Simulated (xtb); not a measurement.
tetrasilane (H₁₀Si₄), singlet, from a rough starting geometry; xtb with GFN2-xTB.

Input for xtb:
```
$ xtb mol.xyz --gfn 2 --opt vtight --json

# file mol.xyz
14

Si     2.11727156    -0.85175818     0.91945599
Si     1.09123663     1.12896844     0.27119573
Si    -0.66946043     0.83066301    -1.16628918
Si    -2.43127310    -0.48103258    -0.23176575
H      3.31040759    -0.74536229     1.76358206
H      1.13220998    -1.73751392     1.59258301
H      2.53812823    -1.67844799    -0.25316286
H      2.15426096     2.03898836    -0.31015096
H      0.66322243     1.81236752     1.50373820
H     -0.24219779     0.20812949    -2.44640623
H     -1.28798090     2.11725856    -1.61471883
H     -2.84101524     0.00964192     1.05506582
H     -3.55846924    -0.69744845    -1.10421500
H     -1.80474654    -1.83695254     0.12562718
```

What the program printed (banner, timings and long lists left out):

```
   ID    Z sym.   atoms
    1   14 Si     1-4
    2    1 H      5-14

           -------------------------------------------------
          |                Calculation Setup                |
           -------------------------------------------------

           -------------------------------------------------
          |                 G F N 2 - x T B                 |
           -------------------------------------------------

          ...................................................
          :                      SETUP                      :
          :.................................................:
          :  # basis functions                  50          :
          :  # atomic orbitals                  46          :
          :  # shells                           22          :
          :  # electrons                        26          :
          :  max. iterations                   250          :
          :  Hamiltonian                  GFN2-xTB          :
          :  restarted?                      false          :
          :  GBSA solvation                  false          :
          :  PC potential                    false          :
          :  electronic temp.          300.0000000     K    :
          :  accuracy                    1.0000000          :
          :  -> integral cutoff          0.2500000E+02      :
          :  -> integral neglect         0.1000000E-07      :
          :  -> SCF convergence          0.1000000E-05 Eh   :
          :  -> wf. convergence          0.1000000E-03 e    :
          :  Broyden damping             0.4000000          :
          :  net charge                          0          :
          :  unpaired electrons                  0          :
          ...................................................

 iter      E             dE          RMSdq      gap      omega  full diag
   1    -11.9163499 -0.119163E+02  0.500E+00    4.03       0.0  T
   2    -12.0653091 -0.148959E+00  0.213E+00    3.74       1.0  T
   3    -12.0663754 -0.106639E-02  0.116E+00    3.71       1.0  T
   4    -12.0662919  0.835526E-04  0.260E-01    3.72       1.0  T
   5    -12.0664682 -0.176346E-03  0.136E-01    3.72       1.0  T
   6    -12.0664683 -0.111732E-06  0.559E-02    3.72       1.0  T
   7    -12.0664738 -0.540930E-05  0.237E-02    3.72       1.1  T
   8    -12.0664741 -0.300313E-06  0.112E-02    3.72       2.4  T
   9    -12.0664743 -0.249860E-06  0.450E-03    3.72       5.9  T
[...]
 * total energy  :   -11.9722784 Eh     change       -0.4054816E-05 Eh
 * total energy  :   -11.9722813 Eh     change       -0.2946811E-05 Eh
 * total energy  :   -11.9722836 Eh     change       -0.2294662E-05 Eh
 * total energy  :   -11.9722856 Eh     change       -0.1930455E-05 Eh
 * total energy  :   -11.9722871 Eh     change       -0.1545655E-05 Eh
 * total energy  :   -11.9722884 Eh     change       -0.1260603E-05 Eh
 * total energy  :   -11.9722893 Eh     change       -0.9219282E-06 Eh
 * total energy  :   -11.9722902 Eh     change       -0.9634171E-06 Eh
 * total energy  :   -11.9722913 Eh     change       -0.1010831E-05 Eh
 * total energy  :   -11.9722922 Eh     change       -0.9337466E-06 Eh
 * total energy  :   -11.9722931 Eh     change       -0.9417567E-06 Eh
 * total energy  :   -11.9722932 Eh     change       -0.8086754E-07 Eh
   *** GEOMETRY OPTIMIZATION CONVERGED AFTER 22 ITERATIONS ***
         :: total energy             -11.972293214957 Eh    ::
[...]
    14   1 H        0.918    -0.134     6.905     4.110

 Mol. C6AA /au·bohr⁶  :       4335.997476
 Mol. C8AA /au·bohr⁸  :     184479.931410
 Mol. α(0) /au        :        117.652233

Wiberg/Mayer (AO) data.
largest (>0.10) Wiberg bond orders for each atom

 ---------------------------------------------------------------------------
     #   Z sym  total        # sym  WBO       # sym  WBO       # sym  WBO
 ---------------------------------------------------------------------------
     1  14 Si   3.671 --     5 H    0.901     7 H    0.900     6 H    0.899
                             2 Si   0.858
     2  14 Si   3.693 --     8 H    0.894     9 H    0.893     1 Si   0.858
                             3 Si   0.854
     3  14 Si   3.693 --    11 H    0.894    10 H    0.893     4 Si   0.858
                             2 Si   0.854
     4  14 Si   3.671 --    13 H    0.901    12 H    0.900    14 H    0.899
                             3 Si   0.858
     5   1 H    0.987 --     1 Si   0.901
     6   1 H    0.982 --     1 Si   0.899
     7   1 H    0.983 --     1 Si   0.900
     8   1 H    0.984 --     2 Si   0.894
     9   1 H    0.981 --     2 Si   0.893
    10   1 H    0.981 --     3 Si   0.893
    11   1 H    0.984 --     3 Si   0.894
    12   1 H    0.983 --     4 Si   0.900
    13   1 H    0.987 --     4 Si   0.901
    14   1 H    0.982 --     4 Si   0.899
 ---------------------------------------------------------------------------

Topologies differ in total number of bonds
Writing topology from bond orders to xtbtopo.mol

molecular dipole:
                 x           y           z       tot (Debye)
 q only:        0.033       0.166      -0.077
   full:        0.019       0.097      -0.046       0.277
molecular quadrupole (traceless):
                xx          xy          yy          xz          yz          zz
 q only:       -0.490      -0.208      -0.422      -0.290       0.899       0.912
  q+dip:       -0.350      -0.472      -0.886      -0.453       1.434       1.236
   full:       -0.798      -0.485      -0.665      -0.751       1.514       1.463

optimized geometry written to: xtbopt.xyz

           -------------------------------------------------
          | TOTAL ENERGY              -11.972293214957 Eh   |
          | GRADIENT NORM               0.000140307243 Eh/α |
          | HOMO-LUMO GAP               3.688530640694 eV   |
           -------------------------------------------------

normal termination of xtb
```
